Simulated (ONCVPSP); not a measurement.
Reading a pseudo-wave (potassium)

Columns: radius, all-electron u(r) and pseudo u(r) of the 3d shell (level -0.63 eV) of potassium in the configuration [Ar] 3d1; Wu-Cohen, scalar-relativistic, ONCV scheme, ONCVPSP 4.0.1.

| r (bohr) | all-electron | pseudo |
| --- | --- | --- |
| 0.220 | 0.0232 | 0.0009 |
| 0.440 | 0.0773 | 0.0065 |
| 0.660 | 0.1277 | 0.0195 |
| 0.880 | 0.1655 | 0.0405 |
| 1.100 | 0.1906 | 0.0706 |
| 1.320 | 0.2062 | 0.1095 |
| 1.540 | 0.2158 | 0.1539 |
| 1.760 | 0.2218 | 0.1973 |
| 1.980 | 0.2255 | 0.2337 |
| 2.200 | 0.2278 | 0.2616 |
| 2.420 | 0.2292 | 0.2812 |
| 2.640 | 0.2305 | 0.2914 |
| 2.860 | 0.2321 | 0.2891 |
| 3.080 | 0.2341 | 0.2753 |
| 3.300 | 0.2365 | 0.2576 |
| 3.520 | 0.2389 | 0.2454 |
| 3.740 | 0.2414 | 0.2422 |
| 3.960 | 0.2439 | 0.2439 |
| 4.180 | 0.2464 | 0.2464 |
| 4.400 | 0.2493 | 0.2493 |
| 4.620 | 0.2534 | 0.2534 |
| 4.840 | 0.2588 | 0.2588 |
| 5.060 | 0.2644 | 0.2644 |
| 5.280 | 0.2697 | 0.2697 |
| 5.500 | 0.2747 | 0.2747 |
| 5.720 | 0.2794 | 0.2794 |

Question: How many radial nodes do the two functions have?

Answer: The all-electron 3d function has n − l − 1 = 0; the pseudo-wave has 0.

Question: At about which radius was the pseudo-wave matched?

Answer: 4.00 bohr, where the columns begin to agree (steps of 0.22 bohr).

Question: Is the pseudo-wave norm-conserving?

Answer: Yes: the ONCV scheme keeps the norm inside the radius equal to the all-electron one, which fixes the energy derivative of the logarithmic derivative at the level.
